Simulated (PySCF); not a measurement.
PySCF input for C4H7FSi, SMILES C=C=C(F)[SiH2]C, r2SCAN-D4/def2-SVP. Coordinates come from a r2SCAN-D4/def2-SVP optimisation. The structure was generated by enumeration, and PubChem lists no compound with its InChIKey, so it may never have been made. The values are those of a single conformer.

```python
import numpy as np
from pyscf import gto, scf, dft, df
from pyscf.hessian import thermo

mol = gto.M(
    atom='''
    C     2.89286483    0.25126204    0.50804012
    C     1.69809086    0.05291127    0.00664545
    C     0.46825782   -0.15376594   -0.41364786
    F     0.18286458   -0.16775880   -1.75197895
    Si   -1.04536581   -0.43759196    0.67415501
    C    -2.35808627    0.82488110    0.22989409
    H     3.25535629    1.25974326    0.74522958
    H     3.57930860   -0.58337797    0.70022434
    H    -0.60705232   -0.33210600    2.09651931
    H    -1.55657572   -1.81840751    0.41279489
    H    -2.02339086    1.84555783    0.47196228
    H    -2.56576871    0.78136917   -0.85101428
    H    -3.29930080    0.63160688    0.76833370
    ''',
    basis='def2-SVP',
    charge=0,
    spin=0,
    max_memory=1600,
    verbose=3,
)
mf = dft.RKS(mol, xc='r2scan').density_fit(auxbasis='def2-universal-jkfit')
mf.disp = 'd4'
mf.grids.level = 4
mf.conv_tol = 1e-11
mf.max_cycle = 100
mf.kernel()

# [left out here: the lines that compute and print the analytic Hessian (its translational invariance restored by hand, since the grid's response is missing), thermochemistry and intensities]
```

It prints:

```
[...]
      11   H                 0.08 -0.18  0.05    0.33 -0.15  0.01    0.17 -0.23  0.03
      12   H                 0.20 -0.30  0.07   -0.17  0.26 -0.13   -0.08 -0.01 -0.11
Mode                                15                  16                  17
Irrep
Freq [cm^-1]                      878.7774            892.8003            938.4457
Reduced mass [au]                   1.2941              1.2557              1.0547
Force const [Dyne/A]                0.5888              0.5897              0.5473
Char temp [K]                    1264.3650           1284.5409           1350.2145
Normal mode                   x     y     z       x     y     z       x     y     z
       0   C                -0.04 -0.01  0.08   -0.01 -0.00  0.00    0.01 -0.00 -0.00
       1   C                 0.01  0.00 -0.02   -0.00 -0.00 -0.00   -0.00  0.00  0.00
       2   C                 0.01 -0.00  0.00    0.01  0.01 -0.02   -0.00 -0.00 -0.00
       3   F                 0.00  0.00 -0.00    0.00 -0.00  0.02   -0.00  0.00 -0.00
       4  Si                 0.00 -0.02 -0.03    0.06  0.00 -0.02    0.00 -0.03  0.03
       5   C                 0.02  0.05  0.08   -0.06 -0.06  0.03   -0.01 -0.01 -0.00
       6   H                 0.13  0.03 -0.36    0.00  0.00 -0.05   -0.00  0.00  0.00
       7   H                 0.13  0.03 -0.35   -0.01 -0.01 -0.03    0.01  0.01  0.02
       8   H                -0.30  0.27  0.05   -0.38  0.00  0.12    0.16  0.66 -0.08
       9   H                 0.15 -0.09  0.06   -0.57  0.20  0.14   -0.19  0.18 -0.64
      10   H                -0.21  0.18 -0.19    0.25 -0.14 -0.00    0.02 -0.02  0.02
      11   H                 0.21 -0.29  0.04    0.13  0.07 -0.02   -0.02  0.02 -0.00
      12   H                -0.08 -0.03 -0.13   -0.20  0.30 -0.09   -0.02  0.04 -0.01
Mode                                18                  19                  20
Irrep
Freq [cm^-1]                      991.2466           1095.6496           1243.1246
Reduced mass [au]                   1.4751             11.6762              2.4018
Force const [Dyne/A]                0.8540              8.2584              2.1868
Char temp [K]                    1426.1832           1576.3959           1788.5796
Normal mode                   x     y     z       x     y     z       x     y     z
       0   C                 0.02 -0.13 -0.00    0.03  0.01  0.02    0.09  0.02  0.04
       1   C                -0.02  0.11  0.00    0.02  0.00 -0.04   -0.03 -0.01 -0.03
       2   C                 0.00 -0.01 -0.00   -0.10 -0.02  0.22   -0.16 -0.03 -0.09
       3   F                 0.00 -0.00  0.00   -0.01  0.00 -0.11    0.02  0.00  0.04
       4  Si                 0.00 -0.00 -0.00    0.03  0.00 -0.02    0.01  0.00 -0.00
       5   C                 0.00  0.00 -0.00   -0.01  0.00  0.00    0.03 -0.02  0.01
       6   H                -0.52  0.12 -0.20    0.04 -0.00  0.05    0.35 -0.08  0.13
       7   H                 0.45  0.28  0.21    0.04  0.02  0.05    0.31  0.19  0.14
       8   H                -0.00 -0.01  0.00   -0.01  0.00 -0.00   -0.05 -0.01  0.01
       9   H                -0.01  0.00  0.01   -0.03  0.02  0.01    0.03 -0.01 -0.01
      10   H                -0.00  0.00  0.00    0.02 -0.01 -0.01   -0.13  0.05 -0.05
      11   H                -0.00  0.00 -0.00    0.02  0.01 -0.01   -0.10  0.10  0.03
      12   H                 0.00 -0.00  0.00   -0.01  0.02  0.00   -0.05  0.10 -0.08
Mode                                21                  22                  23
Irrep
Freq [cm^-1]                     1253.3876           1426.4369           1432.0127
Reduced mass [au]                   1.3062              1.0477              1.0494
Force const [Dyne/A]                1.2090              1.2560              1.2679
Char temp [K]                    1803.3456           2052.3252           2060.3474
Normal mode                   x     y     z       x     y     z       x     y     z
       0   C                 0.03  0.00  0.01   -0.00 -0.00 -0.00    0.01  0.00  0.00
       1   C                -0.01 -0.00 -0.01   -0.00 -0.00 -0.00    0.00  0.00 -0.00
       2   C                -0.05 -0.01 -0.03    0.00  0.00 -0.00   -0.00 -0.00  0.00
       3   F                 0.01  0.00  0.01    0.00 -0.00  0.00    0.00  0.00 -0.00
       4  Si                 0.01 -0.00  0.00   -0.00 -0.00 -0.00    0.00  0.00 -0.00
       5   C                -0.09  0.08 -0.03   -0.02 -0.04 -0.04    0.04  0.02 -0.04
       6   H                 0.11 -0.03  0.04    0.02 -0.01  0.01   -0.02  0.01 -0.01
       7   H                 0.09  0.06  0.04    0.02  0.02  0.01   -0.02 -0.02 -0.01
       8   H                -0.03  0.01  0.01   -0.00  0.02 -0.00   -0.02 -0.01  0.00
       9   H                -0.01 -0.00 -0.01    0.01 -0.01  0.01   -0.01  0.00  0.02
      10   H                 0.43 -0.15  0.17   -0.43  0.06  0.17   -0.11 -0.10  0.64
      11   H                 0.33 -0.36 -0.08    0.47  0.04 -0.13   -0.29 -0.55  0.06
      12   H                 0.18 -0.38  0.24    0.22  0.41  0.53   -0.10  0.30 -0.15
Mode                                24                  25                  26
Irrep
Freq [cm^-1]                     1443.5373           2047.8802           2212.4959
Reduced mass [au]                   1.5292             10.4340              1.0387
Force const [Dyne/A]                1.8774             25.7817              2.9958
Char temp [K]                    2076.9287           2946.4436           3183.2890
Normal mode                   x     y     z       x     y     z       x     y     z
       0   C                 0.13  0.02  0.05   -0.10 -0.02 -0.04    0.00  0.00  0.00
       1   C                 0.02  0.00 -0.00    0.22  0.04  0.08   -0.00 -0.00 -0.00
       2   C                -0.10 -0.02 -0.04   -0.11 -0.02 -0.04    0.00  0.00  0.00
       3   F                 0.01  0.00  0.01   -0.00 -0.00  0.00   -0.00 -0.00 -0.00
       4  Si                 0.00  0.00 -0.00    0.00  0.00 -0.00    0.01  0.03  0.00
       5   C                -0.00 -0.00 -0.00    0.00  0.00 -0.00    0.00  0.00  0.00
       6   H                -0.46  0.28 -0.15   -0.02 -0.08 -0.02    0.00  0.00  0.00
       7   H                -0.34 -0.41 -0.17   -0.05  0.06 -0.01    0.00 -0.00  0.00
       8   H                -0.02 -0.00  0.00   -0.01 -0.00  0.00    0.03  0.02  0.09
       9   H                 0.01 -0.01 -0.01    0.00 -0.02 -0.01   -0.33 -0.90 -0.17
      10   H                -0.01  0.01 -0.02   -0.00  0.00  0.00   -0.00  0.01 -0.00
      11   H                 0.03  0.03 -0.01    0.00  0.00 -0.00   -0.00  0.00  0.00
      12   H                 0.02 -0.01  0.03    0.00 -0.00  0.00    0.00  0.00 -0.00
Mode                                27                  28                  29
Irrep
Freq [cm^-1]                     2233.1932           3039.6627           3109.8073
Reduced mass [au]                   1.0426              1.0355              1.0603
Force const [Dyne/A]                3.0636              5.6371              6.0413
Char temp [K]                    3213.0678           4373.3978           4474.3203
Normal mode                   x     y     z       x     y     z       x     y     z
       0   C                 0.00  0.00  0.00    0.00  0.00  0.00   -0.06 -0.01 -0.02
       1   C                 0.00  0.00 -0.00   -0.00 -0.00 -0.00    0.01  0.00  0.00
       2   C                -0.00 -0.00 -0.00    0.00 -0.00  0.00    0.00  0.00  0.00
       3   F                 0.00  0.00  0.00   -0.00  0.00 -0.00   -0.00 -0.00 -0.00
       4  Si                -0.01 -0.01 -0.03   -0.00  0.00 -0.00    0.00 -0.00 -0.00
       5   C                 0.00 -0.00 -0.00    0.04 -0.03  0.01   -0.00 -0.00  0.00
       6   H                 0.00 -0.00  0.00   -0.00 -0.00  0.00    0.22  0.63  0.14
       7   H                 0.00  0.00 -0.00   -0.00  0.00 -0.00    0.42 -0.53  0.12
       8   H                 0.29  0.07  0.93    0.00 -0.00 -0.00   -0.00 -0.00  0.00
       9   H                 0.03  0.08  0.00    0.00 -0.00  0.00   -0.00  0.00  0.00
      10   H                -0.00 -0.00 -0.00    0.18  0.51  0.13    0.00  0.00  0.00
      11   H                -0.00  0.00 -0.00   -0.10 -0.03 -0.56   -0.00 -0.00 -0.00
      12   H                 0.00  0.00 -0.00   -0.48 -0.11  0.29    0.00  0.00 -0.00
Mode                                30                  31                  32
Irrep
Freq [cm^-1]                     3148.5941           3150.6422           3198.7374
Reduced mass [au]                   1.1026              1.1029              1.1165
Force const [Dyne/A]                6.4402              6.4504              6.7311
Char temp [K]                    4530.1259           4533.0726           4602.2709
Normal mode                   x     y     z       x     y     z       x     y     z
       0   C                 0.00  0.00  0.00   -0.00  0.00  0.00    0.02 -0.09 -0.00
       1   C                -0.00  0.00 -0.00    0.00  0.00 -0.00    0.00 -0.00 -0.00
       2   C                 0.00 -0.00  0.00    0.00  0.00 -0.00    0.00 -0.00 -0.00
       3   F                -0.00  0.00 -0.00    0.00 -0.00  0.00    0.00 -0.00 -0.00
       4  Si                -0.00 -0.00  0.00   -0.00 -0.00 -0.00    0.00 -0.00  0.00
       5   C                -0.04 -0.01  0.08   -0.05 -0.07 -0.03   -0.00 -0.00  0.00
       6   H                -0.00 -0.00 -0.00    0.00 -0.00 -0.00    0.23  0.61  0.15
       7   H                -0.00  0.00 -0.00    0.00 -0.00  0.00   -0.42  0.50 -0.12
       8   H                -0.00  0.00 -0.00    0.00  0.00  0.00   -0.00  0.00 -0.00
       9   H                 0.00  0.00 -0.00    0.00  0.01  0.00   -0.00 -0.00  0.00
      10   H                 0.00  0.03  0.02    0.23  0.72  0.17    0.00  0.00  0.00
      11   H                -0.13 -0.03 -0.65    0.07  0.01  0.40   -0.00 -0.00 -0.00
      12   H                 0.59  0.12 -0.33    0.30  0.05 -0.18    0.00  0.00 -0.00
temperature 298.1500 [K]
pressure 101325.00 [Pa]
Rotational constants [GHz] 4.70254 1.63030 1.37414
Symmetry number 1
Zero-point energy (ZPE) 0.09207 [Eh]   241733.673 [J/mol]
                           tot       elec      trans        rot        vib
Entropy [J/mol/K]       372.814      0.000    166.449    116.373     89.991
Cv [J/mol/K]            120.531      0.000     12.472     12.472     95.587
Cp [J/mol/K]            128.845      0.000     20.786     12.472     95.587
Internal energy [J/mol]                      3718.434   3718.434 256074.464
Internal energy [Eh]   -545.35565  -545.45602
Enthalpy [J/mol]                             6197.391   3718.434 256074.464
Enthalpy [Eh]          -545.35471
Gibbs free energy [J/mol]                  -43429.514 -30978.226 229243.582
Gibbs free energy [Eh] -545.39705
mode   freq/cm-1   IR/(km/mol)
   1       48.19         1.056
   2      109.20         0.726
   3      141.67         0.259
   4      165.07         0.306
   5      246.37         2.217
   6      283.86         4.671
   7      413.86         1.399
   8      475.90        27.346
   9      491.06         7.885
  10      645.24         4.061
  11      649.39         0.606
  12      689.28        16.040
  13      697.69         5.815
  14      744.20        58.932
  15      877.31        11.728
  16      878.78        72.046
  17      892.80       271.139
  18      938.45        78.415
  19      991.25         0.123
  20     1095.65       164.745
  21     1243.12        26.828
  22     1253.39        14.592
  23     1426.44         6.089
  24     1432.01         2.814
  25     1443.54        11.750
  26     2047.88        16.615
  27     2212.50       119.734
  28     2233.19        90.317
  29     3039.66         2.783
  30     3109.81         3.408
  31     3148.59         1.449
  32     3150.64         1.882
  33     3198.74         0.046
max |gradient| / (hartree/bohr): 0.00032408586648977923
APT charges: [-0.1134 -0.0521  0.1867 -0.5143  1.2323 -0.3874  0.0528  0.0538 -0.2592
 -0.2931  0.0307  0.0421  0.0167]
```

The calculation finished and met its thresholds.
